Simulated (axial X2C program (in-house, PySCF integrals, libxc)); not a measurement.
Ionising AlAu

Calculated with an in-house all-electron X2C program for linear molecules (integrals from PySCF), spin-free (one-electron X2C) or two-component (2c: spin–orbit coupling with atomic mean-field Coulomb and Gaunt terms, which also bring small scalar terms), in Dyall basis sets with cores contracted in-house; open shells are unrestricted.

Basis sets: Al dyall-v3z, Au dyall-cv3z. Frozen shells (counts by l): AlAu Au 5s4p2d1f, Al 2s1p, 14 electrons correlated; AlAu⁺ Au 5s4p2d1f, Al 2s1p, 13 electrons correlated. Where the outer core of a metal is frozen, bonds come out longer and ionisation energies lower.

```tsv
Hamiltonian	level	AlAu state	Re (Å)	ωe (cm⁻¹)	De (eV)
spin-free	HF	M_S = 0, Λ = 0	2.456	272.2	1.54
spin-free	PBE0	M_S = 0, Λ = 0	2.366	322.0	3.25
spin-free	MP2	M_S = 0, Λ = 0	2.327	350.3	3.65
2c	HF	Ω = 0	2.454	274.1	1.57
2c	PBE0	Ω = 0	2.365	322.5	3.28
2c	MP2	Ω = 0	2.327	350.6	3.68
```

Adiabatic ionisation energy (minimum to minimum, no zero-point term) and constants of AlAu⁺:

```json
{"Hamiltonian": "spin-free", "level": "HF", "AlAu⁺ state": "M_S = 1/2, Λ = 0", "IE (eV)": "6.20", "Re (Å)": "2.478", "ωe (cm⁻¹)": "215.0", "De (eV)": "0.93", "fragments": "Au + Al+"}
{"Hamiltonian": "spin-free", "level": "PBE0", "AlAu⁺ state": "M_S = 1/2, Λ = 0", "IE (eV)": "7.72", "Re (Å)": "2.336", "ωe (cm⁻¹)": "309.2", "De (eV)": "1.62", "fragments": "Au + Al+"}
{"Hamiltonian": "spin-free", "level": "MP2", "AlAu⁺ state": "M_S = 1/2, Λ = 0", "IE (eV)": "8.01", "Re (Å)": "2.280", "ωe (cm⁻¹)": "351.9", "De (eV)": "1.46", "fragments": "Au + Al+"}
{"Hamiltonian": "2c", "level": "HF", "AlAu⁺ state": "Ω = 1/2", "IE (eV)": "6.22", "Re (Å)": "2.470", "ωe (cm⁻¹)": "219.3", "De (eV)": "0.95", "fragments": "Au + Al+"}
{"Hamiltonian": "2c", "level": "PBE0", "AlAu⁺ state": "Ω = 1/2", "IE (eV)": "7.73", "Re (Å)": "2.334", "ωe (cm⁻¹)": "311.3", "De (eV)": "1.64", "fragments": "Au + Al+"}
{"Hamiltonian": "2c", "level": "MP2", "AlAu⁺ state": "Ω = 1/2", "IE (eV)": "8.02", "Re (Å)": "2.278", "ωe (cm⁻¹)": "354.8", "De (eV)": "1.48", "fragments": "Au + Al+"}
```

Q: Add the zero-point terms to the ionisation energy at MP2, 2c, and say whether the electron removed was bonding.

A: IE0 = IE + (ωe⁺ − ωe)/2 = 8.02 + (0.000) = 8.02 eV. Re changes by -0.049 Å, so the bond shortens, as on loss of an antibonding or a polarising non-bonding electron.

Q: Close the cycle De(AlAu⁺) + IE(AlAu) = De(AlAu) + IE(Al) to find the atomic ionisation energy at MP2, 2c.

A: IE(Al) = 1.48 + 8.02 − 3.68 = 5.82 eV, for the determinants used.

Each entry is the lowest single determinant of a limited PBE0 search at one distance. De goes to single-determinant-based atoms at the same level (for ions the charge split of lowest energy) and is withheld (n/a) where an atom does not fit its ground term or J level. Main or longest-lived isotopes. Some light 2c atoms are not at their ground J level, so De misses part of their lowering (0.04 eV or less). The functionals have no current term, which raises determinants with orbital currents.
